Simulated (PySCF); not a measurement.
These compounds are isomers of formula C6H9ClO2Si.

A. SMILES O=CO[C@@H]1C=CCC[Si@H]1Cl
B. SMILES CO[SiH2]C(=O)C#CCCCl
C. SMILES [SiH2](C(C(=C(C)C)C=O)=O)Cl

Spectrum 1. $^{1}$H NMR (300 MHz, computed): δ 4.84 (s, 2H), 4.08 (s, 3H), 3.64 (t, 2H), 2.94 (t, 2H). $^{13}$C{$^{1}$H} NMR (computed): δ 231.2 (C), 110.4 (C), 87.7 (C), 53.6 (CH3), 47.9 (CH2), 26.7 (CH2).

Spectrum 2. $^{1}$H NMR (300 MHz, computed): δ 8.05 (s, 1H), 5.96 (m, 1H), 5.88 (m, 1H), 5.69 (m, 1H), 4.70 (m, 1H), 2.60 (m, 1H), 2.43 (m, 1H), 1.06 (m, 1H), 0.99 (m, 1H). $^{13}$C{$^{1}$H} NMR (computed): δ 168.5 (CH), 138.9 (CH), 133.2 (CH), 70.8 (CH), 30.1 (CH2), 20.9 (CH2).

Spectrum 3. $^{1}$H NMR (300 MHz, computed): δ 10.24 (s, 1H), 5.16 (s, 2H), 2.58 (s, 3H), 2.38 (s, 3H). $^{13}$C{$^{1}$H} NMR (computed): δ 234.5 (C), 197.1 (CH), 182.5 (C), 141.8 (C), 27.2 (CH3), 24.5 (CH3).

Computed data (PySCF 2.14.0 with density-fitted response routines): NMR shieldings at PBE0/pcSseg-1/GIAO, geometry from GFN2-xTB. Gas phase, non-relativistic, one conformer, rapidly exchanging positions averaged.

References, each an isolated molecule treated in the same way: $^{1}$H (σref 31.72), $^{13}$C (σref 186.93) against TMS. Where no couplings were computed, multiplicities follow the n + 1 count of equivalent neighbours, and m marks all less simple cases (inequivalent or close neighbours, rings, F or P nearby). Shifts are as computed. Against solution values, carbons near 30 ppm lie about +3 ppm off and those near 130 ppm about +5 ppm; carbons on Cl a further +6 ppm. Of 1309 compounds with measured shifts, 239 miss one by over three times the rms of a fit or turn the order of signals round; such compounds aren't used in these exercises. Carbons bonded to Cl come out too deshielded.

Question: Match each spectrum to its structure.

Answer: 1–B, 2–A, 3–C.

- Spectrum 1 (B): 6 $^{13}$C signals; δC 87.7 is an alkyne carbon; δC 53.6 is a methyl carbon bonded to O.
- Spectrum 2 (A): 6 $^{13}$C signals; δC 168.5 is an ester carbonyl carbon; δC 138.9 is an alkene CH.
- Spectrum 3 (C): 6 $^{13}$C signals; δC 197.1 is an aldehyde carbonyl carbon; δC 182.5 is a β carbon of a C=C–C=O unit.
